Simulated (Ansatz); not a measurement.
FH3Si (SMILES F[SiH3]) moved off its minimum; all values from Ansatz (a program for electronic structure), cores frozen in correlated methods.
(charge 0, multiplicity 1)
```xyz
5

Si    -0.49629     0.10771    -0.10336
F      1.09898    -0.11298     0.26129
H     -1.00342     1.32090    -0.28210
H     -0.65713    -0.94847    -1.10321
H     -1.30938    -0.47218     1.10653
```

Forces at HF/def2-TZVPP (eV/Å):

```json
[
 {"atom": "Si1", "Fx": "2.149", "Fy": "-6.056", "Fz": "2.982"},
 {"atom": "F2", "Fx": "-2.064", "Fy": "1.185", "Fz": "-0.431"},
 {"atom": "H3", "Fx": "-0.696", "Fy": "3.647", "Fz": "-0.971"},
 {"atom": "H4", "Fx": "-0.250", "Fy": "0.506", "Fz": "-0.651"},
 {"atom": "H5", "Fx": "0.861", "Fy": "0.718", "Fz": "-0.928"}
]
```

Task: Give the forces (eV/Å), the total energy and the dipole at CCSD(T)/aug-cc-pV(T+d)Z.

Result: 
```
atom      Fx      Fy      Fz
----  ------  ------  ------
Si1    1.502  -5.595   2.652
F2    -1.174   0.975  -0.230
H3    -0.802   3.656  -0.924
H4    -0.267   0.339  -0.677
H5     0.740   0.626  -0.820
```
Energy -390.6367 hartree, dipole 1.79 D.
